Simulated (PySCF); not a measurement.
Electron correlation in Au⁺ (gold, charge +1)

[Xe] 4f14 5d9 6p1, one real determinant (an excited configuration). Computed with PySCF 2.14 in x2c-TZVPPall with one added diffuse shell each of s, p, d, f type (12s8p8d4f1g, 113 functions), with scalar relativity by spin-free X2C-1e. Frozen: [Kr] 4d10 4f14; 18 electrons correlated.

| level | correlation energy (mhartree) |
| --- | --- |
| CCSD | -485.66 |
| (T) | -14.50 |
| CCSD(T) | -500.16 |

Diagnostics: T1 = 0.010, D1 = 0.0513, largest double amplitude 0.047.

The real determinant used has ⟨L²⟩ near 8 against 12 for a pure F term, so it mixes terms. Spin-orbit coupling, absent here, splits the open shell strongly.

Cost of the coupled-cluster step: roughly 70 core-seconds, for 18 correlated electrons.

Iterations:

```
CC2 = 0
CCSD nocc = (np.int64(10), np.int64(8)), nmo = (83, 83)
frozen orbitals [[0, 1, 2, 3, 4, 5, 6, 7, 8, 9, 10, 11, 12, 13, 14, 15, 16, 17, 18, 19, 20, 21, 22, 24, 25, 26, 27, 28, 29, 30], [0, 1, 2, 3, 4, 5, 6, 7, 8, 9, 10, 11, 12, 13, 14, 15, 16, 17, 18, 19, 20, 21, 22, 24, 25, 26, 27, 28, 29, 30]]
max_cycle = 100
direct = 0
conv_tol = 1e-08
conv_tol_normt = 1e-06
diis_space = 8
diis_start_cycle = 0
Init t2, MP2 energy = -0.496232461626648
Init E_corr(UCCSD) = -0.496232461635723
cycle = 1  E_corr(UCCSD) = -0.475043821729113  dE = 0.0211886399  norm(t1,t2) = 0.0617986
cycle = 2  E_corr(UCCSD) = -0.484336348327582  dE = -0.0092925266  norm(t1,t2) = 0.0224657
cycle = 3  E_corr(UCCSD) = -0.48433349878438  dE = 2.8495432e-06  norm(t1,t2) = 0.0336432
cycle = 4  E_corr(UCCSD) = -0.484316835019985  dE = 1.66637644e-05  norm(t1,t2) = 2.35559
cycle = 5  E_corr(UCCSD) = -0.485568849775905  dE = -0.00125201476  norm(t1,t2) = 0.00727943
cycle = 6  E_corr(UCCSD) = -0.485635137243682  dE = -6.62874678e-05  norm(t1,t2) = 0.00315337
cycle = 7  E_corr(UCCSD) = -0.48556660003155  dE = 6.85372121e-05  norm(t1,t2) = 0.00194467
cycle = 8  E_corr(UCCSD) = -0.485694432479956  dE = -0.000127832448  norm(t1,t2) = 0.00117255
cycle = 9  E_corr(UCCSD) = -0.485674676075538  dE = 1.97564044e-05  norm(t1,t2) = 0.000513906
cycle = 10  E_corr(UCCSD) = -0.485653204309041  dE = 2.14717665e-05  norm(t1,t2) = 0.000191568
cycle = 11  E_corr(UCCSD) = -0.48566137190964  dE = -8.1676006e-06  norm(t1,t2) = 8.92456e-05
cycle = 12  E_corr(UCCSD) = -0.485661295194676  dE = 7.67149637e-08  norm(t1,t2) = 3.79372e-05
cycle = 13  E_corr(UCCSD) = -0.485660867485328  dE = 4.27709348e-07  norm(t1,t2) = 0.00142971
cycle = 14  E_corr(UCCSD) = -0.485661293574381  dE = -4.26089053e-07  norm(t1,t2) = 5.73187e-05
cycle = 15  E_corr(UCCSD) = -0.485661259051962  dE = 3.45224193e-08  norm(t1,t2) = 4.63256e-06
cycle = 16  E_corr(UCCSD) = -0.485661309340014  dE = -5.02880516e-08  norm(t1,t2) = 2.05202e-06
cycle = 17  E_corr(UCCSD) = -0.485661360802536  dE = -5.14625229e-08  norm(t1,t2) = 9.95373e-07
cycle = 18  E_corr(UCCSD) = -0.48566137189403  dE = -1.10914932e-08  norm(t1,t2) = 6.15753e-07
cycle = 19  E_corr(UCCSD) = -0.485661378902214  dE = -7.00818409e-09  norm(t1,t2) = 3.57164e-07
UCCSD converged
E(UCCSD) = -19008.68324672768  E_corr = -0.4856613789022137
UCCSD(T) correction = -0.0145013198326175
```

The reference is one real determinant that mixes LS terms of this configuration.

This basis was not built for core-valence correlation, so the inner-shell part is incomplete.
